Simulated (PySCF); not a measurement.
Working out the ionisation energy of Nd¹⁸⁺

Nd¹⁸⁺ [Kr] 4d6 (5D) → Nd¹⁹⁺ [Kr] 4d5 (6S). Calculation: PySCF 2.14, in an even-tempered Gaussian basis (20 s from 0.95 bohr⁻², ratio 2.5; 15 p from 1.2 bohr⁻², ratio 2.5; 10 d from 1.2 bohr⁻², ratio 2.5; 4 f from 6.5 bohr⁻², ratio 2.7; 4 g from 9.8 bohr⁻², ratio 2.7); scalar relativity by spin-free X2C-1e. Frozen: [Ar] 3d10; the 48 highest virtual orbitals dropped. Energies in hartree (1 hartree = 27.21139 eV):

```csv
part,Nd¹⁸⁺ (lower),Nd¹⁹⁺ (upper)
UHF,-9499.125245,-9479.960490
MP2 opposite-spin,-0.300063,-0.275391
MP2 same-spin,-0.135670,-0.132699
```

Question: What does Hartree-Fock give?

Answer: (-9479.960490) − (-9499.125245) = 19.164755 hartree = 521.500 eV.

Question: What do MP2 and SCS-MP2 (6/5 opposite-spin, 1/3 same-spin) give?

Answer: The opposite-spin parts differ by 0.671 eV and the same-spin parts by 0.081 eV. MP2: 521.500 + (0.671) + (0.081) = 522.252 eV. SCS-MP2: 521.500 + 1.2 × (0.671) + (0.081)/3 = 522.332 eV.

Reference: 522 ± 3 eV (theoretical estimate listed by NIST; NIST Atomic Spectra Database, ionization energies), between the lowest levels; spin-orbit coupling is absent from the calculation.

What remains against the reference includes basis incompleteness, the frozen core and correlation beyond second order.
